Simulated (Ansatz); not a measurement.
C3H11BFN, SMILES `C[NH2+][B-](C)(C)F`, relaxed with RKS PBE-D4/def2-SVP in Ansatz 0.2.0 from a rough embedded geometry. The force threshold is 0.03 eV/Å; the program also tests the step.

Total charge 0; spin multiplicity 1.

Start:

```xyz
17

C    -0.590   -1.763    0.875
N     0.311   -1.055    0.031
B    -0.204    0.342   -0.410
C     0.913    0.995   -1.538
C    -0.288    1.347    0.829
F    -1.488    0.264   -1.065
H    -0.261   -2.759    1.094
H    -1.621   -1.830    0.339
H    -0.778   -1.181    1.874
H     1.227   -0.950    0.562
H     0.477   -1.630   -0.800
H     1.883    1.103   -1.027
H     0.452    1.956   -1.832
H     0.926    0.300   -2.339
H    -1.172    1.101    1.458
H     0.613    1.325    1.477
H    -0.399    2.434    0.473
```

```csv
step,energy (eV),largest force (eV/Å),largest move (Å)
1,-8159.3183,3.446,0.000
2,-8159.9437,1.372,0.182
3,-8160.0766,0.773,0.085
4,-8160.0818,0.444,0.200
5,-8160.1029,0.107,0.119
6,-8160.1046,0.071,0.022
7,-8160.1049,0.041,0.019
8,-8160.1052,0.011,0.025
```

End:

```xyz
17

C    -0.639   -1.797    0.906
N     0.301   -1.060    0.036
B    -0.202    0.486   -0.446
C     0.912    0.954   -1.523
C    -0.339    1.398    0.881
F    -1.458    0.194   -1.052
H    -0.315   -2.841    1.081
H    -1.630   -1.781    0.417
H    -0.722   -1.269    1.872
H     1.229   -0.973    0.476
H     0.450   -1.574   -0.845
H     1.930    1.083   -1.094
H     0.627    1.941   -1.944
H     0.999    0.261   -2.391
H    -1.143    1.063    1.573
H     0.602    1.478    1.472
H    -0.602    2.435    0.582
```

It took 16 s on 4 threads of an Arm Neoverse V2 on a shared host, with 0.19 GiB of host memory at the peak.
